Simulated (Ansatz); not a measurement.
Question: Name a neutral molecule of I, Sn and H with HOMO energy (PBE0/def2-TZVPP) between -7.55 and -7.25 eV and HOMO energy (PBE/def2-TZVPP) between -6.70 and -6.40 eV (Ansatz, PBE0-D4/def2-TZVP geometry).

Answer: `[SnH3][I]` (-7.54 eV, -6.41 eV). Other molecules can fit too; these were computed, each in one conformer that needn't be the lowest.
